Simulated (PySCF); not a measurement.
## Spin states of GaS

Unrestricted PBE0; Ga def2-TZVPP, S def2-TZVPP; no relativity (PySCF 2.14). Outer shells of the fragments: Ga 3d10 4s2 4p1; S 3s2 3p4.

Followed along the bond (rough minima from three points):

```tsv
2Ms+1	unpaired	⟨S²⟩ at the start	R at minimum (Å)	Te (eV)
2	σ ↑	0.76	2.08	0.00
2	π ↑	0.76	2.32	0.32
4	σ ↑, π ↑↑	3.76	2.30	3.04
```

Solutions found at the starting distance of 2.190 Å, counted from the lowest of them; the search is not exhaustive and high or unbound solutions are not listed, so other states can lie among these:

```
2Ms+1   unpaired   term  E (eV)  ⟨S²⟩  ⟨Lz²⟩  μ (D)
    2        σ ↑    ²Σ⁺    0.00  0.76   0.00  -3.71
    2        π ↑     ²Π    0.30  0.76   1.01  -1.03
    4  σ ↑, π ↑↑  mixed    2.98  3.76   2.01  -0.41
    4  σ ↑, π ↑↑  mixed    3.21  3.76   2.01  -0.41
    2  σ ↑, π ↑↓  mixed    3.37  1.76   2.02  -0.52
    4      π ↑↑↑     ⁴Π    4.85  3.76   1.01   3.86
    4  σ ↑↑, π ↑     ⁴Π    5.78  3.76   1.02   0.42
    4  σ ↑↑, π ↑     ⁴Π    5.97  3.76   1.00  -1.88
    4      σ ↑↑↑    ⁴Σ⁺    8.90  3.77   0.00  -0.83
```

A term symbol is given only where ⟨S²⟩ and ⟨Lz²⟩ are close to those of a pure state; real π, δ and φ orbitals otherwise mix terms. A positive dipole means Ga(−)S(+).

Spin–orbit coupling is left out. Counting both spins, an empty level lies below a filled one in some of these solutions, because spin and occupation are held.
